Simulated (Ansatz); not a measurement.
Species: CH3OSi, SMILES `O=[C][SiH3]` (charge 0, multiplicity 2).

Task: Give a relaxed geometry from PBE-D3(BJ)/def2-TZVP (Ansatz, an electronic-structure program).

Result: the end point of this relaxation (outside a Z-matrix the atoms follow the SMILES, hydrogens last).
Z-matrix (Å, degrees):
```
Si
H 1 1.4911
H 1 1.4911 2 110.27
H 1 1.5033 2 110.50 3 122.54
C 1 1.9359 2 102.37 3 -108.21
O 5 1.1818 1 136.76 2 -122.98
```
